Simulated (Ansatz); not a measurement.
Zn₁₃H₃₀S₁₃. Total charge 0; triplet. Geometry PBE-D4/def2-SVP, that of the neutral singlet; atoms count from 1.

```xyz
56

Zn    1.842   -1.587   -2.209
Zn    3.018   -2.978    2.293
Zn    4.602   -1.663    0.515
Zn    2.437    1.922   -1.076
Zn    3.127    0.309    2.990
Zn   -1.539   -3.999   -0.672
Zn   -2.333   -2.345   -3.642
Zn   -0.631    1.087   -3.036
Zn   -4.086   -2.005   -1.589
Zn   -0.407   -0.158    0.705
Zn   -0.460    4.388    1.942
Zn   -2.984    3.147    0.101
Zn   -0.056    4.869   -0.704
S     2.534   -2.897   -0.216
S    -0.275   -2.951   -2.402
S     0.040   -4.416    1.347
S     0.717    0.280   -1.242
S     1.187   -1.062    2.273
S     3.696    0.637    0.697
S     1.544    3.473    0.646
S     1.559    2.244    3.722
S    -2.143   -1.754    0.196
S    -2.793   -0.076   -2.657
S    -1.444    3.084   -1.720
S    -4.498    1.044   -0.047
S    -1.331    1.925    1.492
H     2.804   -1.633   -3.432
H     2.649   -4.217    3.157
H     5.931   -1.929   -0.252
H     4.316   -1.929    2.219
H     3.298    2.565   -2.203
H     3.996    0.025    4.257
H    -2.492   -5.237   -0.670
H    -2.399   -2.507   -5.190
H    -3.311   -3.196   -2.468
H    -0.241    1.353   -4.519
H    -5.519   -1.811   -1.017
H    -0.354    4.772    3.445
H    -3.938    4.264    0.632
H     0.525    6.014   -1.585
H    -1.207    5.045    0.601
H     3.339   -3.801   -0.841
H     0.081   -4.006   -3.185
H     0.866   -5.390    0.876
H    -0.849   -5.336    1.837
H     0.494   -1.319    3.416
H     4.895    1.276    0.781
H     2.466    4.467    0.516
H     2.396    3.317    3.720
H     1.841    1.962    5.032
H    -2.797   -1.991    1.366
H    -3.410    0.266   -3.823
H    -2.057    3.866   -2.650
H    -5.249    1.300   -1.153
H    -5.408    1.653    0.775
H    -1.986    1.639    2.650
```

Single mean-field runs in def2-TZVP are fitted with def2-universal-jkfit. At PBE0-D4/def2-TZVP a singlet of charge 0 lies 4.91 eV below the triplet at the same geometry.

Estimate the Mulliken populations of the heavy atoms from the PBE0/def2-TZVP orbitals of Ansatz.


| atom | charge (e) | spin (α − β) | d electrons |
| --- | --- | --- | --- |
| Zn1 | 0.27 | 0.01 | 10.07 |
| Zn2 | 0.15 | 0.07 | 10.04 |
| Zn3 | 0.16 | 0.01 | 10.04 |
| Zn4 | 0.27 | 0.01 | 10.07 |
| Zn5 | 0.21 | 0.04 | 10.06 |
| Zn6 | 0.20 | 0.07 | 10.06 |
| Zn7 | 0.16 | 0.03 | 10.04 |
| Zn8 | 0.26 | 0.00 | 10.07 |
| Zn9 | 0.14 | 0.15 | 10.04 |
| Zn10 | 0.40 | 0.49 | 10.07 |
| Zn11 | 0.14 | 0.12 | 10.04 |
| Zn12 | 0.20 | 0.06 | 10.06 |
| Zn13 | 0.16 | 0.02 | 10.04 |
| S14 | -0.47 | 0.03 | – |
| S15 | -0.37 | 0.01 | – |
| S16 | -0.20 | 0.05 | – |
| S17 | -0.48 | 0.02 | – |
| S18 | -0.41 | 0.01 | – |
| S19 | -0.38 | 0.01 | – |
| S20 | -0.45 | 0.03 | – |
| S21 | -0.22 | 0.02 | – |
| S22 | -0.39 | 0.00 | – |
| S23 | -0.45 | 0.06 | – |
| S24 | -0.37 | 0.02 | – |
| S25 | -0.19 | 0.07 | – |
| S26 | -0.39 | 0.02 | – |
Mulliken values depend strongly on the basis.

Where does the spin sit?

Summed by element: Zn 1.07, S 0.32, H 0.61, of 2 unpaired in all. Largest on single atoms: Zn10 0.49, Zn9 0.15, Zn11 0.12.

And the Mayer bond orders between heavy atoms (over 0.3)?

Zn1–S14 0.45 (2.48 Å); Zn1–S15 0.38 (2.53 Å); Zn1–S17 0.59 (2.38 Å); Zn2–S14 0.33 (2.56 Å); Zn2–S18 0.36 (2.65 Å); Zn3–S14 0.42 (2.52 Å); Zn3–S19 0.45 (2.48 Å); Zn4–S17 0.59 (2.38 Å); Zn4–S19 0.39 (2.53 Å); Zn4–S20 0.43 (2.48 Å); Zn5–S18 0.49 (2.48 Å); Zn5–S19 0.55 (2.39 Å); Zn5–S21 0.35 (2.60 Å); Zn6–S15 0.55 (2.39 Å); Zn6–S16 0.38 (2.60 Å); Zn6–S22 0.50 (2.48 Å); Zn7–S15 0.47 (2.48 Å); Zn7–S23 0.41 (2.52 Å); Zn8–S17 0.59 (2.38 Å); Zn8–S23 0.43 (2.48 Å); Zn8–S24 0.38 (2.53 Å); Zn9–S22 0.38 (2.65 Å); Zn9–S23 0.36 (2.56 Å); Zn10–S17 0.57 (2.29 Å); Zn10–S18 0.38 (2.41 Å); Zn10–S22 0.36 (2.41 Å); Zn10–S26 0.36 (2.41 Å); Zn11–S20 0.35 (2.56 Å); Zn11–S26 0.37 (2.65 Å); Zn12–S24 0.56 (2.39 Å); Zn12–S25 0.35 (2.60 Å); Zn12–S26 0.52 (2.48 Å); Zn13–S20 0.43 (2.52 Å); Zn13–S24 0.45 (2.48 Å).
